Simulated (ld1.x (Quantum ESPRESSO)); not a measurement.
# u(r) = r·R(r): atom against pseudo-atom (vanadium)

Columns: radius, all-electron u(r) and pseudo u(r) of the 3d shell (level -5.16 eV) of vanadium in the configuration [Ne] 3s2 3p6 3d3 4s2 4p0; PBE, scalar-relativistic, TM semilocal scheme, ld1.x (Quantum ESPRESSO) 7.5.

| r (bohr) | all-electron | pseudo |
| --- | --- | --- |
| 0.055 | 0.0089 | 0.0021 |
| 0.110 | 0.0493 | 0.0166 |
| 0.165 | 0.1190 | 0.0529 |
| 0.220 | 0.2062 | 0.1157 |
| 0.275 | 0.3001 | 0.2035 |
| 0.330 | 0.3927 | 0.3094 |
| 0.385 | 0.4788 | 0.4225 |
| 0.440 | 0.5555 | 0.5313 |
| 0.495 | 0.6216 | 0.6260 |
| 0.550 | 0.6771 | 0.7009 |
| 0.605 | 0.7222 | 0.7544 |
| 0.660 | 0.7572 | 0.7889 |
| 0.715 | 0.7829 | 0.8083 |
| 0.770 | 0.8003 | 0.8173 |
| 0.825 | 0.8104 | 0.8198 |
| 0.880 | 0.8143 | 0.8183 |
| 0.935 | 0.8130 | 0.8142 |
| 0.990 | 0.8075 | 0.8076 |
| 1.045 | 0.7984 | 0.7984 |
| 1.100 | 0.7866 | 0.7866 |
| 1.155 | 0.7725 | 0.7725 |
| 1.210 | 0.7568 | 0.7568 |
| 1.265 | 0.7398 | 0.7398 |
| 1.320 | 0.7219 | 0.7219 |
| 1.375 | 0.7033 | 0.7033 |
| 1.430 | 0.6843 | 0.6843 |

Question: How many radial nodes do the two functions have?

Answer: The all-electron 3d function has n − l − 1 = 0; the pseudo-wave has 0.

Question: At about which radius was the pseudo-wave matched?

Answer: 1.10 bohr. The columns agree to 0.0005 from 0.99 bohr on; several derivatives are matched, so the curves merge somewhat inside the radius.

Question: Is the pseudo-wave norm-conserving?

Answer: Yes: the TM semilocal scheme keeps the norm inside the radius equal to the all-electron one, which fixes the energy derivative of the logarithmic derivative at the level.
